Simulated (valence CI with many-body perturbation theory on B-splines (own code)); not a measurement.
Values are calculated unless marked as measured or tabulated.
# Br XXX: input, log and results

The program does CI of the valence electrons with many-body perturbation theory for a frozen closed Dirac-Fock core.

Command, and the settings that its task file holds:

```sh
python run_cv.py task.json out
```

```
atom Br  Z=35  mass_number=79  rms_radius_fm=4.1629
core [He]
valence 2s2 2p2
avg = 1
basis = S
breit = 1
cap = 10000
capref = 1200
cscale = 1
de = 0.0
dress = 0
eps = 2e-08
h = 0.27
hh = 1
l2 = 3
lcore = 6
maxit = 60
n2 = 5
natural = 1
nlev = 21
nno = [3, 3, 3, 2, 1]
nroot = 26
ns = 2
nsp = [3, 3, 2, 1, 0]
pt2 = 1
qed = 1
rpa = 1
s1 = 1.1
s2 = 1
s3 = 1
screen = 1
tol = 2e-05
```

Log. The first blocks belong to the next ion, which gives the ionisation energy. Fields: 2J, parity (1 odd), roots, reference size, generating configurations, candidates as configurations/state functions, variational space P, stored matrix elements, Davidson steps; e2 is the range of second-order energies in hartree. The first line gives the box (bohr), its intervals, the orbitals and the steps of their self-consistent field. Window is the range of levels sought, series limit the energy at which the first omitted orbital would enter, core excitation an estimate of the first excitation out of the core, left out the lowest levels not solved, and shifts from estimates the range by which levels moved from their first estimate, all in cm⁻¹.

```
rmax 1.9 intervals 56 orbitals 36 references ['2s2 2p2', '2s 2p3', '2p4'] scf 3 t 0.5
2J=1 par=1 roots 2 ref 40 generators 2 cand 653/925 P 527/789 nnz 0 it 0
2J=1 par=1 roots 2 ref 40 generators 3 cand 346/416 P 603/896 nnz 0 it 0
   second order: generators 9 cand 1040/1501 e2 -0.00001 -0.00001
reference levels 448, estimated 348, window 15248299 1/cm; series limit 20603458, core excitation 97748089
2J=0 par=0 roots 6 ref 28 generators 12 cand 2172/3479 P 2406/3539 nnz 9e+05 it 4
2J=0 par=0 roots 6 ref 28 generators 14 cand 1560/2552 P 2922/4390 nnz 1.3e+06 it 4
   second order: generators 28 cand 3796/6677 e2 -0.00003 -0.00000
2J=2 par=0 roots 7 ref 58 generators 19 cand 3949/14846 P 1588/4782 nnz 2.1e+06 it 7
2J=2 par=0 roots 7 ref 58 generators 20 cand 3499/13480 P 3050/10000 nnz 7.5e+06 it 8
   second order: generators 31 cand 4683/20375 e2 -0.00006 -0.00001
2J=4 par=0 roots 7 ref 64 generators 18 cand 4263/20600 P 1538/5177 nnz 2.7e+06 it 5
2J=4 par=0 roots 7 ref 64 generators 20 cand 4127/20103 P 2679/9993 nnz 8.2e+06 it 6
   second order: generators 30 cand 5007/28068 e2 -0.00020 -0.00001
2J=4 par=1 roots 8 ref 67 generators 18 cand 4281/20515 P 1489/5187 nnz 2.7e+06 it 5
2J=4 par=1 roots 8 ref 67 generators 18 cand 3865/19033 P 2608/9994 nnz 8e+06 it 6
   second order: generators 35 cand 6977/40150 e2 -0.00062 -0.00002
2J=2 par=1 roots 8 ref 62 generators 18 cand 3714/13902 P 1735/4984 nnz 2.2e+06 it 5
2J=2 par=1 roots 8 ref 62 generators 19 cand 3207/12480 P 3120/9999 nnz 7.3e+06 it 6
   second order: generators 34 cand 5088/20221 e2 -0.00007 -0.00001
2J=6 par=1 roots 3 ref 47 generators 12 cand 3784/19429 P 1064/3560 nnz 1.5e+06 it 5
2J=6 par=1 roots 3 ref 47 generators 12 cand 3512/18412 P 2394/9989 nnz 9.2e+06 it 5
   second order: generators 25 cand 6050/37479 e2 -0.00016 -0.00001
2J=0 par=1 roots 3 ref 24 generators 9 cand 2178/3415 P 2312/3526 nnz 9e+05 it 4
2J=0 par=1 roots 3 ref 24 generators 10 cand 1486/2410 P 2749/4255 nnz 1.3e+06 it 4
   second order: generators 14 cand 1507/2319 e2 -0.00001 -0.00000
2J=6 par=0 roots 1 ref 41 generators 6 cand 3119/15515 P 1014/3551 nnz 1.6e+06 it 5
2J=6 par=0 roots 1 ref 41 generators 8 cand 3523/18419 P 2122/8606 nnz 6.9e+06 it 6
   second order: generators 12 cand 3400/20291 e2 -0.00005 -0.00005
2J=8 par=1 roots 1 ref 24 generators 4 cand 2190/10720 P 1010/3526 nnz 1.5e+06 it 5
2J=8 par=1 roots 1 ref 24 generators 5 cand 1959/9718 P 1776/7106 nnz 5.4e+06 it 5
   second order: generators 12 cand 4073/27139 e2 -0.00004 -0.00004
left out: unestimated 22078301, estimated 16190266, shifts from estimates 0 to 100
```

**Question.** What became of the run, and why?

**Answer.** It gave no result: the setting left no core shell for the response of the core. The program said: "need at least one array to concatenate".
